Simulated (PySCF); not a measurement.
Job file and geometry (Å, from GFN2-xTB) of an NMR shielding run on `C=C(CBP)CCC`, C$_{6}$H$_{14}$BP, GIAO PBE0/pcSseg-1 NMR shielding, non-relativistic, gas phase in PySCF 2.14.0, density-fitted response routines; density fitting, a coarse starting grid and PySCF grid level 2 are the driver's defaults:

```
$ OMP_NUM_THREADS=1 python probes_run.py task.json out

{"job": {"kind": "nmr", "xc": "PBE0", "basis": "pcSseg-1"}, "charge": 0, "multiplicity": 1}
C      0.773255     0.605625    -2.141163
C      0.271370    -0.224338    -1.238203
C      1.085175    -1.324081    -0.618655
B      1.868949    -0.940949     0.702233
P      2.204401     0.821772     1.216968
C     -1.142055    -0.099485    -0.743873
C     -1.201807     0.316773     0.727513
C     -2.637392     0.482608     1.207918
H      0.191037     1.406708    -2.564337
H      1.784310     0.512208    -2.504153
H      1.853868    -1.642982    -1.332340
H      0.450853    -2.199156    -0.454291
H      2.211459    -1.796886     1.429119
H      3.538952     0.707059     1.549811
H      2.414187     1.417590    -0.008582
H     -1.653378    -1.059908    -0.862240
H     -1.674248     0.640080    -1.345306
H     -0.659298     1.258762     0.851685
H     -0.696812    -0.434933     1.340957
H     -3.185983    -0.451814     1.104814
H     -3.149201     1.246013     0.625674
H     -2.658055     0.778718     2.254034
```

Q: What does the program print?

A: 
```
coarse grid: 17912 points
cycle   1  E = -602.6201046054  dE =  6.801e-01  |g| = 4.510e-01  |ddm| = 4.066e+00
cycle   2  E = -602.6175105239  dE =  2.594e-03  |g| = 4.724e-01  |ddm| = 9.110e-01
cycle   3  E = -602.6781570163  dE = -6.065e-02  |g| = 3.925e-02  |ddm| = 5.030e-01
cycle   4  E = -602.6783579747  dE = -2.010e-04  |g| = 2.949e-02  |ddm| = 7.806e-02
cycle   5  E = -602.6785680499  dE = -2.101e-04  |g| = 8.309e-03  |ddm| = 3.362e-02
cycle   6  E = -602.6785854175  dE = -1.737e-05  |g| = 2.168e-03  |ddm| = 1.011e-02
cycle   7  E = -602.6785864829  dE = -1.065e-06  |g| = 4.311e-04  |ddm| = 2.296e-03
final grid: 165592 points
cycle   8  E = -602.7263955770  dE = -6.277e-05  |g| = 9.375e-03  |ddm| = 4.356e-02
cycle   9  E = -602.7263858034  dE =  9.774e-06  |g| = 1.109e-02  |ddm| = 2.014e-02
cycle  10  E = -602.7264190657  dE = -3.326e-05  |g| = 1.656e-03  |ddm| = 1.214e-02
cycle  11  E = -602.7264197631  dE = -6.975e-07  |g| = 2.810e-04  |ddm| = 1.756e-03
cycle  12  E = -602.7264197819  dE = -1.876e-08  |g| = 8.276e-05  |ddm| = 3.238e-04
cycle  13  E = -602.7264197836  dE = -1.687e-09  |g| = 2.619e-05  |ddm| = 1.295e-04
cycle  14  E = -602.7264197838  dE = -1.869e-10  |g| = 3.840e-06  |ddm| = 3.159e-05
converged SCF energy = -602.7264197838

GIAO shielding tensors (ppm)
atom      isotropic    diamagn.    paramagn.     s11        s22        s33       span
  0 C       70.900     253.593    -182.693    -29.353     97.043    145.011    174.365
  1 C       28.222     262.301    -234.079    -94.179     21.582    157.264    251.444
  2 C      141.396     250.345    -108.949    124.298    134.147    165.742     41.443
  3 B        5.384     195.585    -190.201    -97.178    -18.286    131.616    228.794
  4 P      514.692     968.980    -454.288    410.269    525.310    608.496    198.227
  5 C      138.871     249.911    -111.040    122.207    130.211    164.195     41.989
  6 C      152.204     251.605     -99.401    143.576    149.953    163.084     19.508
  7 C      169.671     244.440     -74.769    159.599    161.494    187.919     28.320
  8 H       26.367      32.836      -6.469     23.206     25.453     30.442      7.236
  9 H       26.860      32.421      -5.561     23.096     25.911     31.573      8.477
 10 H       29.428      30.879      -1.451     24.684     28.302     35.299     10.615
 11 H       28.947      31.770      -2.824     24.938     28.809     33.092      8.154
 12 H       22.756      30.390      -7.634     15.383     25.838     27.046     11.663
 13 H       29.193      29.616      -0.423     24.311     25.572     37.695     13.383
 14 H       28.679      31.920      -3.241     22.717     29.385     33.936     11.219
 15 H       29.930      32.824      -2.894     26.354     29.388     34.048      7.694
 16 H       29.632      34.176      -4.544     25.666     29.967     33.264      7.599
 17 H       30.558      33.899      -3.341     25.227     30.945     35.501     10.273
 18 H       31.185      34.523      -3.338     26.370     31.936     35.250      8.880
 19 H       30.931      28.812       2.119     26.596     28.983     37.216     10.621
 20 H       30.796      28.840       1.957     26.397     28.937     37.054     10.657
 21 H       30.386      27.985       2.401     25.538     28.031     37.588     12.050
```

Size and cost of the density-fitted run: 213 basis functions, 2.5 min wall time on 1 thread of an Intel Xeon, shared host; peak memory 1.1 GiB.
